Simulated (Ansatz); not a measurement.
Relaxation of CH$_{7}$ClOSi$_{2}$ (12 atoms, charge 0, multiplicity 1), to a largest force component of 0.015 eV/Å in at most 40 steps.

The calculation used Ansatz 0.2.0, RKS r2SCANh-D4/STO-3G.

```xyz
12
Properties=species:S:1:pos:R:3:forces:R:3
O -2.598 -0.124 0.525 -3.80 1.75 1.54
Si -1.174 -0.523 -0.119 0.26 -1.48 -2.48
C 0.203 0.444 0.569 2.81 -1.90 1.96
Si 1.829 -0.099 -0.290 -0.24 -1.00 -0.07
Cl -0.036 2.174 0.271 -0.48 2.61 -0.34
H -2.925 0.851 0.335 1.26 -1.78 0.02
H -1.250 -0.340 -1.582 0.50 0.00 0.54
H -0.959 -1.951 0.141 -0.12 0.63 0.11
H 0.319 0.324 1.707 -0.26 0.05 -1.82
H 2.947 0.625 0.242 0.15 0.13 0.02
H 2.013 -1.551 -0.024 -0.12 1.06 -0.22
H 1.708 0.115 -1.740 0.04 -0.06 0.73
```

Where does it end, and by what steps?

It converged. Limits of this set-up: minimal basis. After 9 steps the energy has fallen by 0.629 eV; H6 moved furthest, 0.32 Å.

| step | energy less start (eV) | largest force component (eV/Å) | accepted |
| --- | --- | --- | --- |
| 0 | 0.0000 | 3.795 | yes |
| 1 | -0.4983 | 1.559 | yes |
| 2 | -0.5953 | 0.527 | yes |
| 3 | -0.6177 | 0.146 | yes |
| 4 | -0.6245 | 0.212 | yes |
| 5 | -0.6263 | 0.090 | yes |
| 6 | -0.6280 | 0.021 | yes |
| 7 | -0.6288 | 0.024 | yes |
| 8 | -0.6290 | 0.028 | yes |
| 9 | -0.6291 | 0.009 | yes |

```xyz
12
Properties=species:S:1:pos:R:3
O -2.718 0.003 0.535
Si -1.282 -0.612 -0.145
C 0.230 0.316 0.519
Si 1.884 -0.063 -0.300
Cl -0.149 2.140 0.315
H -2.644 1.001 0.359
H -1.239 -0.503 -1.590
H -1.199 -1.999 0.245
H 0.310 0.187 1.609
H 2.927 0.738 0.290
H 2.166 -1.463 -0.088
H 1.791 0.200 -1.714
```

Whether the end is a true minimum wasn't checked by a vibrational analysis.

Time of the run: 58 s on 1 thread of Arm Neoverse V1, on a shared host, peak memory 0.17 GiB.
